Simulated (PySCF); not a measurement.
Compound: C₂H₅O₃Si (doublet state).
Structure used (GFN2-xTB), in Å, numbered top down from 1:
```
atom  x, y, z in Å
O1    -0.679   -1.094    0.273
C2    -1.204   -0.007    0.009
O3    -2.539    0.159   -0.021
C4    -0.410    1.125   -0.276
O5     0.885    0.983   -0.251
Si6    1.696   -0.447    0.094
H7    -2.967   -0.684    0.191
H8    -0.818    2.095   -0.514
H9     1.501   -1.447   -0.944
H10    3.016    0.173   -0.065
H11    1.523   -0.854    1.479
```

The hyperfine couplings belong to this conformer and change with its torsions.

Identity: `O=C(O)[CH]O[SiH3]` [radical].

The calculation used PySCF 2.14.0, UKS B3LYP, pcH-1 on C H O Si, non-relativistic, mean-field spin-orbit, GIAO. Isolated species at its GFN2-xTB geometry (one conformer only). Couplings are sensitive to structure, and on GFN2-xTB geometries they can be far from those on DFT ones. The SCF solution wasn't tested for stability.

Question: Where do the isotropic ENDOR lines of H8, H9/H10/H11 and H7 fall at 341.3 mT, to first order?

Answer: ν± = |νn ± a/2|, one line for each electron-spin manifold; νn = |g_N| × 7.62259 MHz/T × B.

| nuclei | isotope | g_N | νn (MHz) | a_iso (MHz) | lower line (MHz) | upper line (MHz) |
| --- | --- | --- | --- | --- | --- | --- |
| H8 | 1H | 5.5857 | 14.53 | -47.54 | 9.24 | 38.30 |
| H9/H10/H11 | 1H | 5.5857 | 14.53 | 12.33 | 8.37 | 20.70 |
| H7 | 1H | 5.5857 | 14.53 | -4.94 | 12.06 | 17.00 |

Question: Which pairs are centred on the nuclear Larmor frequency, and which on half the coupling?

Answer: Centred on νn, since |a| < 2νn: H9/H10/H11 and H7. Centred on |a|/2 and split by 2νn: H8.

Question: At what field would the lower line of H9/H10/H11 fall to zero frequency?

Answer: Where νn = |a|/2, that is B = 6.16 MHz/(5.5857 × 7.62259 MHz/T) = 145 mT, as far as first order holds there.

Class means assume fast exchange of nuclei equivalent by connectivity; if that motion is slow, each nucleus keeps its own coupling. The three 1H nuclei of mean +12.3 MHz run from -2.5 to 19.8 MHz in the frozen geometry.

Time: 83 s wall (grids of density and orbitals included); peak memory 0.80 GiB. Hardware: Intel Xeon at 2.50 GHz, one thread, on a shared host.
